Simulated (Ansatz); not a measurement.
```yaml
crystal:
  periodic: [false, false, false]
  atoms:
    - {symbol: Sn, position_ang: [2.382264, -0.066937, 0.505003]}
    - {symbol: Sn, position_ang: [-2.009874, 0.431270, 0.044858]}
    - {symbol: Sn, position_ang: [-0.869527, -2.118448, -0.494951]}
    - {symbol: Sn, position_ang: [-1.149986, 2.160240, -2.037819]}
    - {symbol: H, position_ang: [-3.743473, 0.346630, -0.045803]}
    - {symbol: H, position_ang: [1.135359, 0.962080, -0.181738]}
    - {symbol: H, position_ang: [0.551198, 2.158702, -2.502490]}
    - {symbol: H, position_ang: [0.892387, -1.856362, -0.332889]}
    - {symbol: H, position_ang: [3.832738, 0.909743, 0.686516]}
    - {symbol: H, position_ang: [-1.582822, 1.017527, 1.631372]}
    - {symbol: H, position_ang: [-1.261699, -3.402461, 0.638030]}
    - {symbol: H, position_ang: [1.823445, -0.541972, 2.089901]}
basis:
  gaussian: {orbitals: def2-TZVP, initial_orbitals: start.molden}
magnetization: {spin_polarized: true, initial_magnetization: 4}
hamiltonian: {xc: {name: wB97M-V}}
scf: {omitted_lower_state_checks: [starts]}
output: {orbitals: {seedname: orbitals}}
```

The file start.molden holds the orbitals of an earlier run on this structure, at another level or in another basis.

```sh
$ ansatz run in.yaml --threads 4 --pin off --events-out ev --progress --plain --max-ram 4787MiB
```

(1) Does this run fit into the memory that it is given?

Results:

(1) No. It has 248 basis functions, and Ansatz plans for 4.92 GiB where 4.67 GiB are given.
